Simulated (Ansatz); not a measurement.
`F[SiH](Cl)O[SiH3]` + HCl → `[SiH3]O[SiH](Cl)Cl` + H–F  (ligand exchange at the Si–F bond)

Isolated molecules relaxed with PBE0-D4/def2-TZVP in Ansatz; ΔE leaves out vibrations. CCSD(T)/CBS is the MP2 limit (def2-TZVPP, def2-QZVPP) plus CCSD(T) − MP2 in def2-TZVPP, frozen cores. This one scheme is used for every species. Functionals use def2-TZVPP. B3LYP here is the variant with VWN-RPA as its local correlation; programs differ in this. Each species was taken in one conformer, which may not be the lowest.

`F[SiH](Cl)O[SiH3]`:

```xyz
9

F    -0.916   -0.114   -2.345
Si   -0.478    0.874   -1.187
Cl    1.389    1.547   -1.639
O    -0.468    0.090    0.212
Si    0.310   -0.887    1.287
H    -1.422    1.995   -1.143
H    -0.459   -0.852    2.552
H     0.356   -2.270    0.754
H     1.687   -0.383    1.509
```

HCl:

Z-matrix (Å, degrees):
```
Cl
H 1 1.279
```

`[SiH3]O[SiH](Cl)Cl`:

Cartesian coordinates in Å:
```
Si 1.171 -0.779 -0.755
O 0.128 0.435 -0.358
Si -1.075 0.913 0.596
Cl -2.714 -0.261 0.295
Cl -0.520 0.755 2.552
H 1.982 -0.303 -1.899
H 0.403 -1.989 -1.137
H 2.045 -1.080 0.405
H -1.419 2.309 0.301
```

H–F:

Cartesian coordinates in Å:
```
F -0.179 -0.307 0.292
H 0.179 0.307 -0.292
```

CCSD(T)/CBS gives +48.1 kJ/mol.

(1) Another level gave +55.7 kJ/mol. Which?
A. MP2/def2-TZVPP
B. revPBE-D4/def2-TZVPP
C. B3LYP-D4/def2-TZVPP
D. B2PLYP/def2-TZVPP

Largest T1 diagnostic among the species: 0.011.

## Answers

(1) D. B2PLYP 55.7, B3LYP-D4 51.5, MP2/def2-TZVPP 46.3, revPBE-D4 38.0 kJ/mol.

Leaving LDA and LC-ωPBE aside and taking each functional with its dispersion term where it has one, the values, not all of them listed here, spread over 20.0 kJ/mol, from revPBE-D4 to CAM-B3LYP-D4. In def2-TZVPP, CCSD(T) changes the Hartree–Fock value by −13.4 kJ/mol (the triples alone add −2.9 kJ/mol) and MP2 by −19.9 kJ/mol.
